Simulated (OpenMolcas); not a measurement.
**Cl3+: effect of the basis set**

```yaml
Program: OpenMolcas 26.06
Method: RASSCF
Active_space: 2 electrons in 9 orbitals (RAS2 3p; RAS3 3d 4s, at most 1 electron)
State_averaging: 2S+1 = 3 even, 3 roots; 2S+1 = 1 even, 6 roots; 2S+1 = 3 odd, 18 roots; 2S+1 = 1 odd, 18 roots
Spin-orbit_coupling: state interaction with AMFI integrals over the reference wave functions, term energies averaged over their components
```

A. ANO-RCC-VQZP [6s5p3d2f1g], DKH2, point nucleus; cost of the order of 19 core-seconds
B. ANO-R3 [6s5p4d3f1g], X2C, finite nucleus; cost about 14 core-seconds
C. ANO-RCC [8s7p5d4f2g], DKH2, point nucleus; cost about 30 core-seconds

Energies in cm-1 above 3s2 3p2 3P0, the measured ground level; measured values from Moore, Atomic Energy Levels, vol. I, NSRDS-NBS 35 (1971 reprint of NBS Circular 467, 1949).

```csv
Level,A,B,C,Measured
3s2 3p2 3P0,0.0,0.0,0.0,0.0
3s2 3p2 3P1,439,445,447,491
3s2 3p2 3P2,1233,1246,1253,1341
3s2 3p2 1D2,16893,16826,16889,13766
3s2 3p2 1S0,40737,40585,40705,32550
3s2 3p 3d 3F* 2,160108,153326,155006,
3s2 3p 3d 3F* 3,160563,153799,155474,
3s2 3p 3d 3F* 4,161152,154404,156079,
3s2 3p 3d 1D* 2,166704,159096,161417,
3s2 3p 3d 3P* 2,181611,175971,177147,
3s2 3p 3d 3P* 1,182018,176366,177551,
3s2 3p 3d 3P* 0,182261,176602,177793,
3s2 3p 3d 3D* 1,185558,180025,181122,
3s2 3p 3d 3D* 2,185743,180218,181314,
3s2 3p 3d 3D* 3,185907,180400,181489,
3s2 3p 3d 1P* 1,211620,208784,208265,
3s2 3p 4s 3P* 0,214648,219315,214798,215026
3s2 3p 4s 3P* 1,214994,219667,215151,215389
3s2 3p 4s 3P* 2,215912,220588,216081,216468
3s2 3p 3d 1F* 3,216034,213764,212990,
3s2 3p 4s 1P* 1,220012,224876,220271,219454
```

Deviations, from unrounded energies. A percentage is the sum of absolute deviations over the sum of measured energies, with the sign that they share, or ± where signs differ.

| Against measurement | Levels | A | B | C |
| --- | --- | --- | --- | --- |
| mean absolute deviation (cm-1) | 8 | 1700 | 3700 | 1600 |
| fine structure of the ground term (%) | 2 | -8.7 | -7.7 | -7.2 |
| other terms of the ground configuration (%) | 2 | +24.4 | +24.0 | +24.4 |
| other configurations (%) | 4 | ±0.2 | +2.1 | ±0.2 |

A, C lie about equally close to measurement and B furthest from it. The largest miss of C in the table is 3s2 3p2 1S0, by +8200 cm-1. The ranking rests on the paired levels alone, and a cruder setting can come out closer through cancelling errors.

Among A to C the level of the table that moves most is 3s2 3p 3d 1D* 2, by 7600 cm-1 (lowest in B, highest in A).

ANO sets are built for valence states and can reach diffuse excited orbitals poorly, and with the s shell closed the s pⁿ⁺¹ terms that mix with these levels are absent. With the s shell closed, the reference lacks s² → p² mixing. Computed and measured levels are paired by configuration, term and J; levels that our copy of the source lacks, or whose pairing is in doubt (as where it misses far off the trend of its configuration), stay unpaired and out of the deviations. Levels of configurations outside the active space are missing.

* marks odd parity.
